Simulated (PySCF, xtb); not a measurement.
Sn(Br)(OH)3 (BrH3O3Sn), SMILES [OH][Sn]([OH])([OH])[Br].

GFN2-xTB (xtb 6.7.1) at its own geometry gives an orbital gap of 3.31 eV and a dipole moment of 3.98 D.

Coordinates come from a r2SCAN-D4/def2-SVP optimisation. The structure was generated by enumeration; whether it is a known compound was not checked. The def2 effective core potentials stand for the cores of Sn; spin–orbit coupling is left out. Other conformers were not sampled.

Task: What does HF/def2-TZVP in PySCF give? (The exact figures need the calculation; the answer reports its results.)

Result: gap 13.26 eV (levels -12.05 and 1.20 eV), dipole 1.88 D.
